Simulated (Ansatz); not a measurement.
Ansatz results at the PBE0-D4/def2-TZVP geometry: LUMO energy (ωB97M-V/def2-TZVPP) 0.48 eV; size of the dipole moment (ωB97M-V/def2-TZVPP) 2.43 D; LUMO energy (B3LYP/def2-TZVPP) -1.33 eV.

(1) Which molecule gave them?
A. `CB[SiH](N)N`
B. `O=C(O)O[SiH3]`
C. `FC[SiH2]CS`
D. `FC1N[CH2][AlH][S]1`

Results:

(1) D. The others give `O=C(O)O[SiH3]`: 1.59, 0.40, -0.31; `CB[SiH](N)N`: 0.39, 0.99, -1.72; `FC[SiH2]CS`: 1.73, 1.74, -0.22.

B3LYP here is the variant with VWN-RPA as its local correlation; programs differ in this.
